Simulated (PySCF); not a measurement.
**Electron affinity of Pb by level of theory**

Pb⁻ [Xe] 4f14 5d10 6s2 6p3 (4S) → Pb [Xe] 4f14 5d10 6s2 6p2 (3P), as a difference of total energies. Calculation: PySCF 2.14, in aug-cc-pwCVTZ-DK3 with one added diffuse shell each of s, d, f type (12s10p9d6f1g, 138 functions); the spin-free X2C one-electron Hamiltonian (Gaussian nucleus). The calculations carry no spin-orbit coupling.

```tsv
method	electron affinity (eV)
UHF	0.865
r2SCANh	1.405
BLYP	1.135
```

Spin-orbit coupling is strong in these open shells (close to jj coupling). The scalar numbers leave it out and a first-order estimate fails, so it can dominate the gap to the real levels.

In the anion the highest occupied orbital energy is positive at r2SCANh, BLYP, a self-interaction effect; the basis confines that electron, and the energy difference can still be sensible.

For comparison: 0.357 eV (measured; photodetachment measurements, as compiled on the Wikipedia data page of electron affinities).
